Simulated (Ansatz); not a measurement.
Gas-phase electronic energies from Ansatz, PBE0-D4/def2-TZVP geometries. CCSD(T)/CBS adds triple-zeta CCSD(T) − MP2 to the extrapolated MP2 energy (def2 sets, frozen cores). This one scheme is used for every species. For Br, Mg outer-core shells are correlated without core-valence functions, which leaves a few kJ/mol of doubt a bond. Scalar relativity is left out up to krypton. One conformer a species, not always the lowest.

Consider the formal hydrolysis of a Mg–Br bond: `[OH][Mg][Br]` + H₂O → `[OH][Mg][OH]` + HBr.

| species | HF/CBS(def2) energy (Eh) |
| --- | --- |
| `[OH][Mg][Br]` | -2847.70752 |
| H₂O | -76.06721 |
| `[OH][Mg][OH]` | -350.67406 |
| HBr | -2573.05821 |

Question: Work out ΔE.

Answer: ΔE = (-350.67406) + (-2573.05821) − (-2847.70752) − (-76.06721) = 0.04246 Eh = +111.5 kJ/mol. CCSD(T)/CBS gives +93.5 kJ/mol.

Largest T1 diagnostic among the species: 0.011.

In def2-TZVPP, CCSD(T) changes the Hartree–Fock value by −21.0 kJ/mol (the triples alone add −1.3 kJ/mol) and MP2 by −21.7 kJ/mol. From BLYP to BHLYP (50 % exact exchange), in def2-TZVPP and without D4, ΔE moves by +17.0 kJ/mol. Leaving LDA and LC-ωPBE aside and taking each functional with its dispersion term where it has one, the values, not all of them listed here, spread over 19.7 kJ/mol, from BLYP-D4 to r2SCAN0-D4. LDA lies −3.3 kJ/mol from PBE without D4.
